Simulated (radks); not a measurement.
Values are calculated unless marked as measured or tabulated.
Radial electron density D(r) = 4 pi r^2 rho(r) of an atom or ion with 12 electrons. Level of theory: non-relativistic Kohn-Sham, PW91, spin-polarised, spherical densities, point nucleus (a radial shooting solver on a logarithmic mesh with Libxc functionals).

```
   r/bohr * D(r) (the largest magnitude, 14.5, reaches the edge; | marks zero)
 0.006323 | *
 0.007187 |  *
 0.008168 |   *
  0.00921 |   *
  0.01047 |     *
   0.0118 |      *
  0.01341 |       *
  0.01512 |         *
  0.01719 |            *
  0.01954 |              *
  0.02203 |                 *
  0.02503 |                     *
  0.02823 |                         *
  0.03208 |                             *
  0.03646 |                                  *
  0.04111 |                                      *
  0.04672 |                                           *
  0.05268 |                                               *
  0.05987 |                                                  *
  0.06805 |                                                     *
  0.07673 |                                                      *
   0.0872 |                                                      *
  0.09832 |                                                    *
   0.1117 |                                                 *
    0.126 |                                             *
   0.1432 |                                        *
   0.1628 |                                    *
   0.1835 |                                 *
   0.2086 |                               *
   0.2352 |                                *
   0.2673 |                                  *
   0.3038 |                                      *
   0.3425 |                                          *
   0.3893 |                                             *
   0.4389 |                                               *
   0.4988 |                                              *
   0.5624 |                                           *
   0.6392 |                                     *
   0.7265 |                             *
   0.8191 |                      *
    0.931 |               *
     1.05 |          *
    1.193 |      *
    1.356 |    *
    1.529 |   *
    1.738 |   *
    1.959 |   *
    2.227 |   *
    2.531 |  *
    2.853 | *
    3.243 | *
    3.656 |*
    4.156 *
    4.686 *
    5.325 *
    6.053 *
    6.824 *
    7.756 *
```

What is the nuclear charge?

Answer. Z = 13. The innermost maximum, from 1s, lies near 1/Z = 0.0769 bohr (found: 0.0805), and its height grows with Z. The density is that of the aluminium ion Al+ in [Ne] 3s2; the configuration itself is not fixed sharply by these data, and Z only to about a unit. D(r) has 2 maxima, at r = 0.0805, 0.450 bohr, and minima at 0.215 bohr, inside which lie 2.20 electrons.
